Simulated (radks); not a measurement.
The numbers below are computed, except where a source is named.
Removal energies from the titanium ion Ti13+, [He] 2s2 2p(1/2: 2, 3/2: 3), by Delta-SCF beside the eigenvalue of the level emptied. Level of theory: Dirac Kohn-Sham, BLYP, spin-unpolarised, spherical densities, finite nucleus; Fermi nuclear charge, rms radius of each element as measured or else 0.836 A^(1/3) + 0.57 fm (a radial shooting solver on a logarithmic mesh with Libxc functionals). Sub-shells are occupied by j as written (lower j first in brackets).

removed from          final configuration  Delta-SCF (eV)  -eigenvalue (eV)
2p3/2         [He] 2s2 2p(1/2: 2, 3/2: 2)          869.10            828.84
2p1/2         [He] 2s2 2p(1/2: 1, 3/2: 3)          875.74            835.16
2s1/2         [He] 2s1 2p(1/2: 2, 3/2: 3)          950.96            915.39
1s1/2          1s1 2s2 2p(1/2: 2, 3/2: 3)          5450.9            5301.8
